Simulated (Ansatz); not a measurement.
Stepwise reaction of `[Cl][SnH2][Cl]` with hydrogen chloride, as a gas-phase model of exchange steps in deposition or etching. ΔE in kJ/mol.

Calculated with Ansatz (gas phase, PBE0-D4/def2-TZVP geometries, no zero-point term in ΔE). CBS: MP2 limit from def2 TZ/QZ plus the TZ coupled-cluster correction, frozen cores. This one scheme is used for every species. Functionals use def2-TZVPP. B3LYP here is the variant with VWN-RPA as its local correlation; programs differ in this. def2 core potentials past Kr. For Sn outer-core shells are correlated without core-valence functions, which leaves a few kJ/mol of doubt a bond.

| step | reaction | PBE-D4 | B3LYP-D4 | ωB97M-V | CCSD(T)/CBS |
| --- | --- | --- | --- | --- | --- |
| 1 | `[Cl][SnH2][Cl]` + HCl → `[Cl][SnH]([Cl])[Cl]` + H₂ | -66.8 | -67.4 | -64.0 | -68.4 |
| 2 | `[Cl][SnH]([Cl])[Cl]` + HCl → `[Cl][Sn]([Cl])([Cl])[Cl]` + H₂ | -57.9 | -58.9 | -54.9 | -58.9 |

Q: By hand: ΔE of the 2 steps together at CCSD(T)/CBS.

A: (-68.4) + (-58.9) = -127.3 kJ/mol, or -63.7 kJ/mol a step.

In ΔE each step is higher than the one before. All are downhill at CCSD(T)/CBS. PBE-D4 differs from CCSD(T)/CBS by 1.0 to 1.6 kJ/mol a step. Isolated molecules leave out the surface, adducts and barriers. Largest T1 diagnostic: 0.011.
